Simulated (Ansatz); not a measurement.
Geometry optimisation, RKS PBE0-D4/def2-SVP (Ansatz 0.2.0).

The input (input.yaml):

```yaml
crystal:
  periodic: [false, false, false]
  atoms:
    - { symbol: C, position_ang: [-1.7617, 0.3602, -0.85] }
    - { symbol: S, position_ang: [-1.1205, 0.6995, 0.7943] }
    - { symbol: C, position_ang: [0.3351, -0.3147, 0.5092] }
    - { symbol: F, position_ang: [0.2393, -1.6338, 0.1834] }
    - { symbol: "N", position_ang: [1.3661, 0.3459, -0.3412] }
    - { symbol: Al, position_ang: [1.9162, 0.1584, 1.5272] }
    - { symbol: H, position_ang: [-1.9914, -0.6738, -0.997] }
    - { symbol: H, position_ang: [-1.0642, 0.7724, -1.6486] }
    - { symbol: H, position_ang: [-2.05218, 1.53819, 1.37134] }
    - { symbol: H, position_ang: [1.9121, -0.3634, -0.8286] }
    - { symbol: H, position_ang: [2.9912, -0.3928, 2.5916] }
basis:
  gaussian: { orbitals: def2-SVP }
hamiltonian:
  xc: pbe0
  dispersion: d4
relax:
  f_tol: 0.02
  max_steps: 50
output:
  orbitals: {}
```

Launched with:

```bash
$ ansatz run input.yaml --threads 2 --pin off --max-ram 3072MiB --backend cpu --events-out ev --progress --plain --runs-dir out
```

Where does it end, and by what steps?

The forces met the threshold. After 17 steps the energy has fallen by 4.613 eV; H9 moved furthest, 1.30 Å.

| step | energy less start (eV) | largest force component (eV/Å) | accepted |
| --- | --- | --- | --- |
| 0 | 0.0000 | 3.557 | yes |
| 1 | -0.8678 | 3.238 | yes |
| 2 | -1.7871 | 3.625 | yes |
| 3 | -2.7925 | 2.987 | yes |
| 4 | -3.5455 | 1.592 | yes |
| 5 | -4.0455 | 1.222 | yes |
| 6 | -4.3795 | 0.555 | yes |
| 7 | -4.5184 | 0.513 | yes |
| 8 | -4.5281 | 0.612 | yes |
| 9 | -4.5646 | 0.729 | yes |
| 10 | -4.5861 | 0.218 | yes |
| 11 | -4.5874 | 0.383 | yes |
| 12 | -4.6046 | 0.132 | yes |
| 13 | -4.6084 | 0.104 | yes |
| 14 | -4.6112 | 0.101 | yes |
| 15 | -4.6120 | 0.081 | yes |
| 16 | -4.6124 | 0.029 | yes |
| 17 | -4.6125 | 0.017 | yes |

```xyz
11
Properties=species:S:1:pos:R:3
C -1.259 0.599 -1.177
S -1.000 0.848 0.434
C 0.308 -0.375 1.005
F -0.347 -1.574 1.216
N 1.349 -0.415 0.040
Al 2.113 0.031 1.556
H -1.658 -0.343 -1.553
H -1.311 1.510 -1.771
H -1.961 0.250 1.235
H 1.083 -0.453 -0.948
H 3.453 0.418 2.276
```

Whether the end is a true minimum wasn't checked by a vibrational analysis.

Run time: 2.3 min on 2 threads of Arm Neoverse N1, on a shared host, peak memory 0.29 GiB.
